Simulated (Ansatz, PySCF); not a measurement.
Pulling on the O4–H5 bond in AlFH2O (SMILES [OH][AlH][F]) (multiplicity 1 held, fragments rigid). Energies count from the point at 0.958 Å.
Geometry at that point (charge 0, multiplicity 1):
```xyz
5

Al    -0.2244    -0.3699     0.1214
H     -1.0285    -1.6418     0.5186
F      1.2464    -0.0753     0.8183
O     -0.8547     0.7027    -1.0173
H     -0.4341     1.5074    -1.3228
```

R- and RO- levels are restricted; in cc, def2 and unpolarised 6-31G sets they are followed outwards from rest. Unrestricted levels (U-) break spin symmetry where that is lower. Active spaces are followed from a long bond inwards. Left out are points that failed, MP2 points in a non-variational dive below the minimum, coupled-cluster points behind a sign of a changed root (a jump of the amplitudes, or a one-step jump against full CI or MRCI), small-basis points behind a change of solution, and semi-empirical points at long bonds. Curves can end on different states.

Correlated levels freeze the cores. Rows in 6-31G* carry no dispersion term and start afresh at each structure (6-31G* with six Cartesian d functions). MP2/6-31G* freezes PySCF's default core.

The values were computed with Ansatz (a first-principles code) with Gaussian orbitals; PySCF for 6-31G* rows. 

Energies in kcal/mol.

```tsv
R (Å)	R-PBE/cc-pV(T+d)Z	R-BP86/6-31G*	R-r2SCAN/cc-pV(T+d)Z	U-r2SCAN/cc-pV(T+d)Z	R-MP2/6-31G*	FIC-MRCISD+Q on CASSCF(4,3)/cc-pV(T+d)Z
0.766	38.1	40.6	36.0	36.0	40.0	35.5
0.862	7.9	8.9	6.9	6.9	8.4	6.6
0.958	0.0	0.0	0.0	0.0	0.0	0.0
1.054	3.8	3.0	4.7	4.7	3.8	5.2
1.150	13.5	12.0	15.3	15.3	13.8	16.2
1.293	32.6	30.0	35.6	35.6	33.4	37.0
1.437	52.4	48.8	56.6	56.6	53.9	58.1
1.677	82.0	77.1	88.0	87.8	84.2	87.8
1.916	105.2	99.6	112.9	106.4	107.8	107.6
2.203	125.5	119.5	134.7	117.2	127.0	119.7
2.587	142.7	136.7	153.3	122.8	139.0	125.2
3.066	154.4	left out	166.1	125.1	137.7	126.8
```

Doubts at one or more of the structures used: a restricted determinant that unrestricted orbitals would lower (R-PBE/cc-pV(T+d)Z, R-BP86/6-31G*, R-r2SCAN/cc-pV(T+d)Z, R-MP2/6-31G*); a spin-contaminated determinant (U-r2SCAN/cc-pV(T+d)Z); active orbitals that take no part (FIC-MRCISD+Q on CASSCF(4,3)/cc-pV(T+d)Z).
